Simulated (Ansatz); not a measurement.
System: AlHClF, charge 0, singlet. AlHClF (SMILES [F][AlH][Cl]).
B3LYP-D3(BJ)/def2-TZVP minimum from Ansatz (a quantum-chemistry and plane-wave program):
```xyz
4

Al    -0.5622     0.1681    -0.4729
H     -1.7501    -0.3970    -1.3028
F     -0.2323     1.7801    -0.5103
Cl     0.6558    -1.0476     0.7084
```
Charge 0, spin multiplicity 1.

Total energies in cc-pV(T+d)Z, 18 correlated electrons, 11 frozen orbitals. Open shells are spin-unrestricted; no spin-orbit coupling. Cores are frozen in correlated methods. No relativity.

| method | program | energy (Eh) | minus CCSDT(Q) (mEh) |
|---|---|---|---|
| HF | Ansatz | -801.66145 | 558.71 |
| MP2 | Ansatz | -802.17820 | 41.96 |
| CCSD | Ansatz | -802.20102 | 19.14 |
| CCSD(T) | Ansatz | -802.21878 | 1.38 |
| CCSDT(Q) | Ansatz | -802.22016 | 0.00 |

Rough core times of Ansatz's runs on a shared machine: CCSD(T) under 20 s, CCSDT(Q) 30 min.
